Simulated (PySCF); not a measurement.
A species of formula C3H8OSi has this rotational fingerprint, computed with PBE0-D3(BJ)/def2-SVP geometry optimisation, gas phase in PySCF:

- Rotational constants: A = 19713, B = 1514, C = 1492 MHz
- Dipole components: |μa| = 0.28 D, |μb| = 0.80 D, |μc| = 0.53 D
- Inertial defect: -20.70 u·Å²
- κ: -1.00

Question: Which candidate fits, each taken in the one conformer that was computed?
A. `[CH2:1]=[CH:2][CH2:3][O:4][SiH3:5]` with C1–C2–C3–O4 -131°, C2–C3–O4–Si5 177°
B. `[SiH3:1][O:2][CH:3]1[CH2:4][CH2:5]1` with Si1–O2–C3–C4 -151°
C. `[CH3:1][SiH2:2][C:3]([CH3:4])=[O:5]` with C1–Si2–C3–C4 165°

Answer: A. It is C=CCO[SiH3], a near-prolate asymmetric top, point group C1. The candidates at the same level (rigid rotor, commonest isotopes):

```tsv
SMILES	A (MHz)	B (MHz)	C (MHz)	μa (D)	μb (D)	μc (D)	Δ (u·Å²)	point group	rotor
[SiH3]OC1CC1	11989	2179	2023	0.39	0.75	0.54	-24.24	C1	near-prolate asymmetric top
C[SiH2]C(C)=O	6910	2531	1960	0.17	1.76	0.37	-14.92	C1	asymmetric top
C=CCO[SiH3]	19713	1514	1492	0.28	0.80	0.53	-20.70	C1	near-prolate asymmetric top
```

`[SiH3]OC1CC1` has B 44 % too high; `C[SiH2]C(C)=O` has B 67 % too high. No structure here is proved a minimum.
